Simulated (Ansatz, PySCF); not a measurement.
Molecule: CHO$_{2}$ (charge 0, doublet). It need not be the lowest isomer of its formula. 
Coordinates optimised at B3LYP-D3(BJ)/def2-TZVP (Ansatz, a first-principles code):
```xyz
4

C     -0.3844    -0.1290    -0.0556
O     -0.3996    -0.1022     1.1203
O      0.6420     0.1898    -0.8566
H      0.3676     0.0738    -1.7766
```
Charge 0, spin multiplicity 2.

Property: atomisation energy (electronic, to ground-state atoms), in eV. Correlated levels leave the core frozen unless marked. Open shells are spin-unrestricted. Spin-orbit coupling is left out. Non-relativistic. The coupled-cluster limit lacks core correlation, which all-electron functionals hold. Basis-set limits of correlation are two-point, X^-3; Hartree-Fock from the larger set.

```
level                                program  atomisation energy (eV)
----------------------------  --------------  -----------------------
PBE-D3(BJ)/def2-TZVPD         Ansatz + dftd3                      ___
PBE0-D4/def2-TZVP             Ansatz + dftd4                      ___
r2SCANh-D4/def2-TZVPD         Ansatz + dftd4                    17.11
PW6B95-D4/def2-TZVPD           PySCF + dftd4                    17.25
LC-wPBE-D4/def2-TZVPD         Ansatz + dftd4                    17.35
wB97X/def2-TZVPD                      Ansatz                      ___
RPA@PBE/cc-pVTZ                       Ansatz                    15.61
CCSD/cc-pVDZ                          Ansatz                      ___
CCSD(T)/CBS(cc-pVTZ,cc-pVQZ)          Ansatz                    17.13
```

Task: What belongs in the gaps?

Result: 
- PBE-D3(BJ)/def2-TZVPD, atomisation energy (eV): 18.32
- PBE0-D4/def2-TZVP, atomisation energy (eV): 17.28
- wB97X/def2-TZVPD, atomisation energy (eV): 17.14
- CCSD/cc-pVDZ, atomisation energy (eV): 15.15
